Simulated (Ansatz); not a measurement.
Reactions of Cl$_{2}$MoOS (`[O]=[Mo](=[S])([Cl])[Cl]`).

Isolated molecules relaxed with PBE0-D4/def2-TZVP in Ansatz; ΔE leaves out vibrations. CCSD(T)/CBS is the MP2 limit (def2-TZVPP, def2-QZVPP) plus CCSD(T) − MP2 in def2-TZVPP, frozen cores. This one scheme is used for every species. Functionals use def2-TZVPP. B3LYP here is the variant with VWN-RPA as its local correlation; programs differ in this. def2 core potentials past Kr. For In, Mo, Ti outer-core shells are correlated without core-valence functions, which leaves a few kJ/mol of doubt a bond. Scalar relativity is left out up to krypton. Each species was taken in one conformer, which may not be the lowest.

```tsv
reaction	CCSD(T)/def2-SVP (kcal/mol)	B3LYP-D4 (kcal/mol)	CCSD/CBS(def2) (kcal/mol)	CCSD(T)/CBS(def2) (kcal/mol)
`[O]=[Mo](=[S])([Cl])[Cl]` + `OC1=CCO1` → `[O]=[Mo]([OH])(=[S])[Cl]` + `ClC1=CCO1`	13.7	11.1	11.7	11.4
`[O]=[Mo](=[S])([Cl])[Cl]` + `C[CH2][In]([NH2])[CH](C)C` → `[NH2][Mo](=[O])(=[S])[Cl]` + `C[CH2][In]([Cl])[CH](C)C`	-22.5	-21.6	-20.5	-19.5
`[O]=[Mo](=[S])([Cl])[Cl]` + `[OH][Ti]([OH])([F])[F]` → `[O]=[Mo]([F])(=[S])[Cl]` + `[OH][Ti]([OH])([F])[Cl]`	8.5	6.6	7.9	7.5
`[O]=[Mo](=[S])([Cl])[Cl]` + H–F → `[O]=[Mo]([F])(=[S])[Cl]` + HCl	1.6	2.4	4.8	5.5
```

Largest T1 diagnostic: 0.024, for `[O]=[Mo]([OH])(=[S])[Cl]`.
